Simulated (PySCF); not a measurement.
# Reading the logs of faulty runs: GeH6N2Si

All numbers below are calculated, not measured. The program is PySCF 2.14.0, an open-source quantum chemistry code, run on an isolated molecule that a program drew, which may never have been made. The molecule is GeH6N2Si (charge 0, singlet), drawn as the SMILES string `N=[SiH][NH][GeH3]`.

Each row is a Hartree-Fock (HF) and frozen-core CCSD(T) single point in the cc-pV(D+d)Z basis, meant for a local HF minimum. Run 1 is clean. Each other run has one planted mistake out of seven kinds, and not every kind appears here: one electron removed, one electron added, multiplicity raised by two, geometry at a saddle point, minimal basis STO-3G, one bond length entered in bohr, all coordinates scaled. The reference is restricted for singlets and unrestricted otherwise, and also for a bond in bohr. Adding or removing an electron swaps singlet and doublet. Electrons count all cores. HOMO and LUMO are orbital energies over both spins, the gradient is its largest component, and the lowest frequency (negative if imaginary) is given only where the gradient is small. Bond lengths are over the 9 bonds as drawn. T1 is the CCSD diagnostic: over 0.02 (restricted) or 0.045 (unrestricted) a single reference is doubtful. Germanium has the cc-pVDZ-PP basis, with a core potential (ECP10MDF) in place of its 10 inner electrons, and its 3s, 3p and 3d shells are frozen in CCSD(T).

Geometry of the clean run:
```xyz
10
GeH6N2Si, angstrom
N    -1.3804    2.2986   -2.9845
Si   -1.3634    1.5486   -1.6080
N     0.0765    1.1411   -0.8365
Ge    0.4084    0.2707    0.7665
H    -2.2123    2.5595   -3.4770
H    -2.4816    1.0809   -0.7681
H     0.8998    1.4248   -1.3431
H     1.1958    1.1992    1.6916
H     1.2181   -0.9974    0.4939
H    -0.9478   -0.0748    1.3748
```

| run | electrons | basis functions | <S^2> | HOMO (eV) | LUMO (eV) | gradient (hartree/bohr) | lowest frequency (cm^-1) | mean bond (Å) | longest bond (Å) | T1 | HF (hartree) | CCSD(T) (hartree) | mistake |
|---|---|---|---|---|---|---|---|---|---|---|---|---|---|
| 1 | 66 | 104 | 0.000 | -9.44 | 3.50 | 3.0e-05 | 63 | 1.4636 | 1.854 | 0.0159 | -694.70788 | -695.30179 | no fault |
| 2 | 66 | 104 | 0.000 | -9.65 | 3.71 | 4.0e-02 | - | 1.4095 | 1.785 | 0.0145 | -694.69110 | -695.27559 | all coordinates scaled |
| 3 | 65 | 104 | 0.768 | -15.95 | -6.04 | 1.3e-01 | - | 1.4636 | 1.854 | 0.0290 | -694.43878 | -694.98696 | one electron removed |
| 4 | 66 | 104 | 2.029 | -4.72 | 0.92 | 1.5e-01 | - | 1.4636 | 1.854 | 0.0211 | -694.58151 | -695.13640 | ? |
| 5 | 66 | 104 | 1.239 | -8.26 | 0.99 | 3.8e-02 | - | 1.6469 | 3.504 | 0.0314 | -694.59944 | -695.15974 | ? |

**Which mistake was planted in run 4, and what did it cost?**

Electrons, basis and geometry are unchanged, and <S^2> is 2.029, beside S(S+1) = 2.00 for a multiplicity of 3. So the mistake is: multiplicity raised by two. Subtracting run 1 and multiplying by 627.51 kcal/mol a hartree, the energy moved by 79.3 kcal/mol in HF and 103.8 kcal/mol in CCSD(T).

**Which mistake was planted in run 5, and what did it cost?**

The mean bond changes by a factor of 1.125 and the longest by 1.890, so the molecule wasn't scaled as a whole. A length L in bohr read as angstrom grows by (1/0.5292 - 1) L = 0.890 L. The 9 bonds together grew by 9 x 0.1833 = 1.650 Å, which gives L = 1.854 Å. That is bond N3-Ge4, 1.854 Å in the clean geometry. So the mistake is: one bond length entered in bohr. Subtracting run 1 and multiplying by 627.51 kcal/mol a hartree, the energy moved by 68.0 kcal/mol in HF and 89.1 kcal/mol in CCSD(T).

